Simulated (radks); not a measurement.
Values are calculated unless marked as measured or tabulated.
Spherical quantum dot in the effective-mass picture: electrons in a parabolic well V = omega^2 r^2 / 2 with omega = 2.98, all in effective atomic units (hartree* = m*/eps^2 hartree, bohr* = eps/m* bohr), one dielectric constant everywhere. Level of theory: non-relativistic Kohn-Sham, PBEsol, spin-polarised, spherical densities (a radial shooting solver with Libxc functionals). Levels are named by radial order and angular momentum (1s, 1p, 1d, 2s, ...), and open shells are averaged over m. Results are scaled to m* = 0.092 and eps = 16.3, for which hartree* = 9.422 meV and bohr* = 9.376 nm.

N = 11, configuration 1s2 1p6 1d(up 3, down 0). This is the lowest configuration that the search found. Occupied and some empty levels:

level    occupation  eigenvalue (meV)  <r> (nm)
1s up             1            135.69     7.368
1s down           1            136.52     7.284
1p up             3            155.29     9.453
1p down           3            156.55     9.405
1d up             3            176.41     11.01
1d down           0            177.87     11.00
2s up             0            179.04     9.939
2s down           0            180.06     9.983
1f up             0            198.79     12.30
1f down           0            200.29     12.32
2p up             0            202.47     11.38
2p down           0            203.42     11.42

Energy (meV): total 1255.96, kinetic 307.82, external 522.54, Hartree 505.61, exchange-correlation -80.012.
